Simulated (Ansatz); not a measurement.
Cost and result for the atomization energy of CH4GeS, SMILES `C[S][GeH]` (7 atoms, 6 bonds).

| atom | x (Å) | y (Å) | z (Å) |
| --- | --- | --- | --- |
| C1 | 0.0024 | -0.7304 | -0.8593 |
| S2 | 0.1919 | -0.3558 | 0.9033 |
| Ge3 | -0.1654 | 1.8016 | 1.0123 |
| H4 | -0.2318 | 0.1709 | -1.4268 |
| H5 | -0.8014 | -1.4560 | -0.9836 |
| H6 | 0.9309 | -1.1625 | -1.2324 |
| H7 | 0.0735 | 1.7322 | 2.5865 |

Total charge 0; spin multiplicity 1. Correlated methods include outer-core shells of Ge, which these sets cover unevenly. Scalar relativity is left out up to krypton. The structure was optimised at the PBE0-D4/def2-TZVP level. Program: Ansatz. All runs use 4 threads of an Arm Neoverse V2 on a shared host. Times are those of one run each, without the atoms' runs, and a repeat can differ threefold. Electronic energies, without spin–orbit coupling; frozen cores. CCSD(T)/CBS adds CCSD(T) − MP2 in def2-TZVPP to the MP2 limit, and its time is that of the two runs behind it. T1 = 0.015. With those shells the extrapolation isn't a true limit. B3LYP takes the VWN-RPA correlation (the form of Gaussian; ORCA's B3LYP/G). HSE06 is the plane-wave form, built on full-range PBE exchange.

CCSD(T)/CBS is a level of theory with its own doubt, some kJ/mol a heavy atom from the limit and from the frozen cores, so smaller differences don't rank the functionals.

```
                             level  functions  wall time
   PBE-D4/def2-TZVPP (with forces)        177      1.1 s
               BHLYP-D4/def2-TZVPP        177      1.2 s
                PBE0-D4/def2-TZVPP        177      1.2 s
                  CCSD(T)/def2-SVP         84      1.2 s
               HSE06-D4/def2-TZVPP        177      1.4 s
 B3LYP-D4/def2-TZVPP (with forces)        177      1.6 s
               PBE-QIDH/def2-TZVPP        177      2.1 s
r2SCAN-D4/def2-TZVPP (with forces)        177      2.2 s
             r2SCANh-D4/def2-TZVPP        177      2.3 s
                ωB97X-V/def2-TZVPP        177      3.2 s
                    MP2/def2-QZVPP        336        7 s
                CCSD(T)/def2-TZVPP        177       20 s
                 CCSD(T)/CBS(def2)          –       27 s
```

**Question.** What atomization energy does each give, and how far from CCSD(T)/CBS? (Estimate.)

**Answer.** Computed: 
```json
{"level": "PBE-D4/def2-TZVPP (with forces)", "atomization (kJ/mol)": "2278.5", "difference from CCSD(T)/CBS": "37.5", "per bond": "6.3"}
{"level": "BHLYP-D4/def2-TZVPP", "atomization (kJ/mol)": "2174.7", "difference from CCSD(T)/CBS": "-66.3", "per bond": "-11.0"}
{"level": "PBE0-D4/def2-TZVPP", "atomization (kJ/mol)": "2238.1", "difference from CCSD(T)/CBS": "-2.9", "per bond": "-0.5"}
{"level": "CCSD(T)/def2-SVP", "atomization (kJ/mol)": "2085.5", "difference from CCSD(T)/CBS": "-155.5", "per bond": "-25.9"}
{"level": "HSE06-D4/def2-TZVPP", "atomization (kJ/mol)": "2239.3", "difference from CCSD(T)/CBS": "-1.7", "per bond": "-0.3"}
{"level": "B3LYP-D4/def2-TZVPP (with forces)", "atomization (kJ/mol)": "2237.8", "difference from CCSD(T)/CBS": "-3.2", "per bond": "-0.5"}
{"level": "PBE-QIDH/def2-TZVPP", "atomization (kJ/mol)": "2213.4", "difference from CCSD(T)/CBS": "-27.6", "per bond": "-4.6"}
{"level": "r2SCAN-D4/def2-TZVPP (with forces)", "atomization (kJ/mol)": "2246.8", "difference from CCSD(T)/CBS": "5.8", "per bond": "1.0"}
{"level": "r2SCANh-D4/def2-TZVPP", "atomization (kJ/mol)": "2232.1", "difference from CCSD(T)/CBS": "-8.9", "per bond": "-1.5"}
{"level": "ωB97X-V/def2-TZVPP", "atomization (kJ/mol)": "2243.7", "difference from CCSD(T)/CBS": "2.7", "per bond": "0.5"}
{"level": "MP2/def2-QZVPP", "atomization (kJ/mol)": "2220.5", "difference from CCSD(T)/CBS": "-20.5", "per bond": "-3.4"}
{"level": "CCSD(T)/def2-TZVPP", "atomization (kJ/mol)": "2176.7", "difference from CCSD(T)/CBS": "-64.3", "per bond": "-10.7"}
{"level": "CCSD(T)/CBS(def2)", "atomization (kJ/mol)": "2241.0", "difference from CCSD(T)/CBS": "0.0", "per bond": "0.0"}
```

Leaving LDA and LC-ωPBE aside and taking each functional with its dispersion term where it has one, the values spread over 103.8 kJ/mol, from BHLYP-D4 to PBE-D4. LDA lies +298.8 kJ/mol from PBE without D4, its usual overbinding. From BLYP to BHLYP (50 % exact exchange), in def2-TZVPP and without D4, the atomization energy moves by −49.4 kJ/mol: exact exchange takes away binding that semilocal exchange gives to molecules. The D4 term adds +24.1 kJ/mol with B3LYP and +12.3 kJ/mol with PBE0; it sums over pairs of atoms, weighted by their polarisabilities, and B3LYP, whose exchange is more repulsive, gets the larger term.
